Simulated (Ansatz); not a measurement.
Task: Name a neutral molecule of Al, B, N, O and H with zero-point energy (PBE0-D4/def2-TZVP) between 147 and 163 kJ/mol and HOMO energy (PBE0/def2-TZVPP) between -8.30 and -8.00 eV (Ansatz, PBE0-D4/def2-TZVP geometry).

Result: `OB[NH][AlH2]` (154.3 kJ/mol, -8.22 eV). Other molecules can fit too; these were computed, each in one conformer that needn't be the lowest.
